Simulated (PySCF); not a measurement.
Compound: BMe2I, C₂H₆BI.
Cartesian coordinates in Å at the PBE0-D3(BJ)/def2-SVP level; atoms count from 1:
```xyz
10
C2H6BI angstrom
B     -0.244   -0.419   -0.002
C      1.314   -0.486   -0.010
H      1.624   -0.476    1.054
H      1.766    0.406   -0.471
H      1.738   -1.397   -0.454
C     -1.065    0.907    0.011
H     -1.243    1.167   -1.051
H     -0.498    1.746    0.445
H     -2.053    0.834    0.486
I     -1.337   -2.281   -0.008
```

Method: TDDFT B3LYP/def2-SVPD, vertical, gas phase, core orbitals frozen in the response, def2 core potentials past Kr (PySCF 2.14.0, density-fitted response routines). Spin–orbit coupling is left out.

Orbital energies (eV): HOMO-3 -9.55, HOMO-2 -8.64, HOMO-1 -7.46, HOMO -6.97, LUMO -1.35, LUMO+1 -0.05, LUMO+2 0.26.

Computed singlets:

```json
{"state": "S1", "E (eV)": "4.49", "f": "0.0000"}
{"state": "S2", "E (eV)": "5.40", "f": "0.098"}
{"state": "S3", "E (eV)": "5.97", "f": "0.0004"}
{"state": "S4", "E (eV)": "6.06", "f": "0.043"}
{"state": "S5", "E (eV)": "6.28", "f": "0.028"}
{"state": "S6", "E (eV)": "6.53", "f": "0.033"}
{"state": "S7", "E (eV)": "6.74", "f": "0.0012"}
{"state": "S8", "E (eV)": "6.76", "f": "0.029"}
{"state": "S9", "E (eV)": "7.20", "f": "0.0046"}
{"state": "S10", "E (eV)": "7.20", "f": "0.034"}
```

Task: Which orbital pair leads each of S1, S2, S3, S4, S5, S6, S7 and S8, and how does its energy difference Δε compare with the excitation energy?

Result: 

| state | leading configuration | weight | Δε (eV) | E (eV) | E − Δε (eV) | f | other configurations |
| --- | --- | --- | --- | --- | --- | --- | --- |
| S1 | HOMO→LUMO | 1.00 | 5.62 | 4.49 | -1.13 | 0.0000 | – |
| S2 | HOMO-1→LUMO | 0.95 | 6.11 | 5.40 | -0.71 | 0.098 | – |
| S3 | HOMO-2→LUMO | 0.99 | 7.28 | 5.97 | -1.31 | 0.0004 | – |
| S4 | HOMO→LUMO+1 | 0.83 | 6.92 | 6.06 | -0.86 | 0.043 | H→L+2 (16%) |
| S5 | HOMO→LUMO+2 | 0.81 | 7.23 | 6.28 | -0.95 | 0.028 | H→L+1 (16%) |
| S6 | HOMO-1→LUMO+1 | 0.77 | 7.41 | 6.53 | -0.88 | 0.033 | H-1→L+2 (22%) |
| S7 | HOMO-3→LUMO | 0.99 | 8.20 | 6.74 | -1.45 | 0.0012 | – |
| S8 | HOMO-1→LUMO+2 | 0.74 | 7.72 | 6.76 | -0.95 | 0.029 | H-1→L+1 (22%) |

E − Δε runs from -1.45 to -0.71 eV. By orbital difference alone the order would be S1, S2, S4, S5, S3, S6, S8, S7.

H and L stand for HOMO and LUMO. The other states: S9 7.20 eV, f 0.0046, H→L+3 (77%), H→L+5 (14%); S10 7.20 eV, f 0.034, H→L+4 (91%).

Task: Pair triplets and singlets of the same leading configuration (75% or more in both) and give the splittings.

Result: 

```
configuration  triplet  E(T) (eV)  singlet  E(S) (eV)  E(S) − E(T) (eV)
    HOMO→LUMO       T1       4.35       S1       4.49             +0.13
  HOMO-1→LUMO       T2       4.63       S2       5.40             +0.77
  HOMO-2→LUMO       T3       5.54       S3       5.97             +0.43
```

The 4 triplets are Tamm–Dancoff values, the singlets full response.

Summed over the main configurations (up to three a state, each over 8%) of all 10 singlets, the electron leaves HOMO with weight 4.78, HOMO-1 with weight 2.91, HOMO-2 with weight 0.99 and HOMO-3 with weight 0.99.

All these states lie below the vertical ionisation energy of 9.43 eV (ΔSCF).
